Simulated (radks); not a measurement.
The mean radii <r> (bohr) of the occupied orbitals of an atom or ion are listed with their occupations. Calculated with a radial shooting solver on a logarithmic mesh with Libxc functionals: scalar-relativistic Kohn-Sham, SCAN, spin-polarised, spherical densities, finite nucleus; meta-GGA in the generalised Kohn-Sham scheme; Fermi nuclear charge, rms radius of each element as measured or else 0.836 A^(1/3) + 0.57 fm.

orbital  occ.      <r>
1s up       1  0.02781
1s down     1  0.02781
2s up       1   0.1197
2s down     1   0.1197
2p up       3   0.1047
2p down     3   0.1047
3s up       1   0.3189
3s down     1   0.3188
3p up       3   0.3165
3p down     3   0.3164
3d up       5   0.2920
3d down     5   0.2918
4s up       1   0.6947
4s down     1   0.6955
4p up       3   0.7188
4p down     1   0.7198

Name the element and its charge. Open shells, if any, are filled with parallel spins first.

Answer. Z = 52, tellurium, charge +18: Te18+ in [Ar] 3d10 4s2 4p4. The 1s radius gives Z: for a bare nucleus <r> = (2 gamma + 1)/(2Z) with gamma = sqrt(1 - (Z/c)^2), 0.02741 bohr for Z = 52, and screening makes it slightly larger (0.02781 here). The occupations add up to 34, and the charge is Z minus that.
